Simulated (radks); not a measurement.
Neutral boron inside a hard spherical wall (all orbitals vanish at R), configuration held at [He] 2s2 2p1 and not refilled when levels cross. All-electron calculation, non-relativistic Kohn-Sham, LDA (Slater exchange, VWN5 correlation), spin-polarised, spherical densities, point nucleus; open shells are filled with parallel spins first. Program: a radial shooting solver on a logarithmic mesh with Libxc functionals. Eigenvalues in eV for spin up, with the zero of energy where the potential of the charges vanishes at infinity; a dash marks a level that is unbound or too diffuse for the functional's potential to be trusted. A positive occupied level is held by the wall or, in an anion where self-interaction has pushed it up, behind a barrier. The pressure on the wall is -dE/dV.

| R (bohr) | E (hartree) | kinetic (hartree) | e(1s) | e(2s) | e(2p) | e(3s, empty) | e(3p, empty) | pressure (GPa) |
|---|---|---|---|---|---|---|---|---|
| free | -24.35361 | 24.172 | -178.60 | -9.808 | -4.105 | -0.163 | - | 0 |
| 20 | -24.35361 | 24.172 | -178.60 | -9.808 | -4.105 | -0.124 | 0.436 | < 0.0001 |
| 15 | -24.35361 | 24.172 | -178.60 | -9.808 | -4.105 | -0.010 | 0.758 | < 0.0001 |
| 12 | -24.35360 | 24.173 | -178.60 | -9.807 | -4.103 | 0.243 | 1.258 | 0.000164 |
| 10 | -24.35353 | 24.173 | -178.58 | -9.798 | -4.093 | 0.703 | 1.999 | 0.00229 |
| 7 | -24.35075 | 24.193 | -178.31 | -9.636 | -3.891 | 3.324 | 5.356 | 0.166 |
| 6 | -24.34374 | 24.236 | -177.85 | -9.362 | -3.542 | 5.972 | 8.294 | 0.811 |
| 2.5 | -23.10401 | 27.902 | -158.12 | 9.850 | 15.909 | 95.381 | 85.552 | 750 |
| 2 | -21.44890 | 31.627 | -145.42 | 31.001 | 33.400 | 172.82 | 145.76 | 3040 |
| 1.5 | -16.67947 | 40.982 | -122.47 | 89.100 | 74.651 | 356.51 | 282.02 | 17000 |
